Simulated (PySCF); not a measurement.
A calculated (LDA, PySCF 2.14, Sapporo-DKH3-DZP-2012, the spin-free X2C one-electron Hamiltonian (Gaussian nucleus)) atom or ion has these occupied shells.

```
shell  electrons  orbital energy (eV)  rms radius, mean of both spins (bohr)
 1s α          1             -14129.3                                 0.0478
 1s β          1             -14129.2                                 0.0478
 2s α          1              -1872.3                                  0.199
 2s β          1              -1872.2                                  0.199
 2p α          3              -1659.2                                  0.177
 2p β          3              -1659.2                                  0.177
 3s α          1              -274.54                                  0.570
 3s β          1              -274.43                                  0.570
 3p α          3              -206.58                                  0.586
 3p β          3              -206.45                                  0.586
 3d α          5              -93.522                                  0.616
 3d β          5              -93.366                                  0.616
 4s α          1              -34.547                                   1.64
 4s β          1              -33.661                                   1.64
 4p α          3              -20.075                                   1.97
 4p β          2              -19.146                                   1.97
```

Question: Name the element and its charge.

Answer: Kr⁺ (krypton, charge +1), in [Ar] 3d10 4s2 4p5, 2P determinant.
